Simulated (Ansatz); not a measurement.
Total energies of `C1=N[CH2][AlH][Te]1`.

Z-matrix (Å, degrees):
```
C
N 1 1.441
Al 1 1.989 2 112.3
H 1 1.097 2 108.0 3 124.1
H 1 1.097 2 108.0 3 -124.0
C 2 1.248 1 123.6 3 0.1
Te 3 2.493 1 98.0 2 -0.1
H 3 1.580 1 131.4 2 180.0
H 6 1.088 2 120.3 1 180.0
```

Total charge 0; spin multiplicity 1. Correlated methods include outer-core shells of Te, which these sets cover unevenly. Te: def2 effective core potential. All single points use the PBE0-D4/def2-TZVP geometry. Basis def2-TZVPP, the Gaussian-basis code of Ansatz.

RPA on PBE orbitals: Hartree–Fock energy of these orbitals -641.42282 Eh, correlation -1.57089 Eh (frozen core).

| functional | energy without D4 (Eh) | D4 term (kJ/mol) |
| --- | --- | --- |
| LDA (SPW92) | -641.29024 | – |
| PBE | -643.58322 | -26.3 |
| r2SCAN | -643.89258 | -5.9 |
| r2SCANh | -643.87046 | -6.5 |
| r2SCAN0 | -643.83870 | -7.2 |
| HSE06 (plane-wave form) | -643.61307 | -21.1 |
| BHLYP | -643.74379 | -37.6 |
| CAM-B3LYP | -643.81414 | -23.1 |
| ωB97X-V | -643.78767 | – |
| ωB97M-V | -643.78863 | – |

Task: Give the same for revPBE, BLYP, B97M-V, PBE0, B3LYP, LC-ωPBE, B2PLYP, PBE-QIDH. (Estimate.)

Result: The calculation gave: 
```csv
functional,energy without D4 (Eh),D4 term (kJ/mol)
revPBE,-643.84691,-71.7
BLYP,-643.79259,-57.1
B97M-V,-643.81446,–
PBE0,-643.62756,-22.4
B3LYP,-644.00073,-43.3
LC-ωPBE,-643.73629,–
B2PLYP,-643.48357,–
PBE-QIDH,-643.35230,–
```

B3LYP takes the VWN-RPA correlation (the form of Gaussian; ORCA's B3LYP/G). HSE06 is the plane-wave form, built on full-range PBE exchange. The double hybrids freeze the cores in their second-order part.

LC-ωPBE has ω = 0.4 bohr⁻¹.
